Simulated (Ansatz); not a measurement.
A nudged elastic band was laid between two geometries of FH4NSn (7 atoms, charge 0, multiplicity 1).

These are results of RKS r2SCAN/def2-mTZVP in Ansatz 0.2.0, not measurements.

```
movable images  : 9
climbing image  : yes
spring          : 5.0 eV/Å²
optimiser       : quadratic models (default)
start path      : through a guess of the saddle point
force threshold : 0.05 eV/Å
iteration limit : 60
end points      : relaxed
```

Image 0:

```xyz
7
Properties=species:S:1:pos:R:3
Sn -0.681 -0.015 0.326
F -0.094 0.866 1.973
N 0.879 -0.224 -0.942
H 1.643 -0.786 -0.576
H -1.817 1.055 -0.354
H -1.206 -1.552 0.835
H 1.275 0.655 -1.262
```

Image 10:

```xyz
7
Properties=species:S:1:pos:R:3
Sn -1.134 0.040 -0.250
F 1.866 -0.643 1.569
N 0.744 0.302 -0.514
H 1.588 -0.246 0.721
H -2.404 0.510 -1.306
H -1.637 -0.745 1.168
H 0.977 0.781 -1.387
```

Question: What changes between the two ends?

Answer: Bonds broken: Sn1–F2, N3–H4. Bonds formed: F2–H4. FH4NSn becomes FH + H3NSn.

Question: What energy profile does the band end with?

Answer: The forces met the threshold. The highest image is number 6 of 0 to 10, 2.58 eV above the first end and 0.09 eV above the last; the last end lies 2.49 eV above the first. Neighbouring images differ by up to 1.2 eV, so the band resolves the path poorly. A vibrational analysis at the climbing image gives one clearly imaginary mode, 133i cm⁻¹: a first-order saddle point. The orbitals stay closed-shell, which can raise the energy where a bond breaks towards radicals; this wasn't checked here.

| image | path coordinate (Å) | energy (eV) | Sn1–F2 (Å) | N3–H4 (Å) | F2–H4 (Å) |
| --- | --- | --- | --- | --- | --- |
| 0 | 0.00 | 0.00 | 1.96 | 1.02 | 3.50 |
| 1 | 0.45 | 0.02 | 1.96 | 1.02 | 3.24 |
| 2 | 0.90 | 0.08 | 1.95 | 1.02 | 2.83 |
| 3 | 1.35 | 0.30 | 1.97 | 1.02 | 2.32 |
| 4 | 1.80 | 0.85 | 2.05 | 1.04 | 1.84 |
| 5 | 2.25 | 2.06 | 2.36 | 1.16 | 1.41 |
| 6 | 2.70 | 2.58 | 2.68 | 1.53 | 1.03 |
| 7 | 3.15 | 2.55 | 3.03 | 1.60 | 0.99 |
| 8 | 3.60 | 2.51 | 3.29 | 1.60 | 0.98 |
| 9 | 4.05 | 2.50 | 3.50 | 1.59 | 0.98 |
| 10 | 4.50 | 2.49 | 3.57 | 1.59 | 0.98 |

Question: What is the geometry of the highest image?

Answer: 
```xyz
7
Properties=species:S:1:pos:R:3
Sn -0.892 -0.109 -0.148
F 1.118 0.090 1.608
N 0.920 -0.172 -0.832
H 1.366 -0.009 0.618
H -2.155 0.974 -0.611
H -1.444 -1.327 0.899
H 1.088 0.553 -1.534
```

The band took 12 iterations and roughly 7 core-minutes.

Time of the run: 3.5 min on 2 threads of Arm Neoverse V2, with other jobs on the host, peak memory 0.17 GiB.
